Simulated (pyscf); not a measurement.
# •N=NH (SMILES [N]=N), doublet

Gas-phase minimum from PySCF at ωB97X-D3(BJ)/def2-SVP, one conformer. 

```xyz
3

N      0.7015     1.5539     0.3835
N      0.9500     0.6909    -0.3708
H      0.4364    -0.2257    -0.2428
```
Charge 0, spin multiplicity 2.

Bond lengths (Å): N1–N2 1.173, N2–H3 1.058. Angles (°): N1–N2–H3 117.2.

Properties at ωB97X-D3(BJ)/def2-SVP:

* **Harmonic wavenumbers, unscaled**: 1106, 1990, 2938 cm⁻¹
* **Zero-point energy**: 8.6 kcal/mol
* **Rotational symmetry number**: 1
* **Entropy of this conformer at 298 K and 1 atm, rigid rotor and harmonic oscillator, modes under 100 cm⁻¹ raised to 100**: 224.3 J/(mol K)
* **Dipole moment**: 1.99 D
* **Spin expectation value S2**: 0.755

Single-point totals, which compare only within one level (frozen core for MP2 and CC):

```csv
level,total energy (hartree)
ωB97X-D3(BJ)/def2-TZVP,-110.10366
PBE/def2-TZVP,-109.95662
r²SCAN/def2-TZVP,-110.01819
B3LYP-D3(BJ)/def2-TZVP,-110.08077
PBE0-D3(BJ)/def2-TZVP,-109.95162
M06-2X/def2-TZVP,-110.02850
ωB97M-D3(BJ)/def2-TZVP,-110.10690
UHF/def2-TZVPP,-109.47240
MP2/def2-TZVPP,-109.82870
CCSD/def2-TZVPP,-109.85153
CCSD(T)/def2-TZVPP,-109.86913
```

The CCSD(T) − MP2 part came from Ansatz, without density fitting, on the same reference. A UHF reference is spin-contaminated (<S²> up to 0.87), which harms MP2 most.
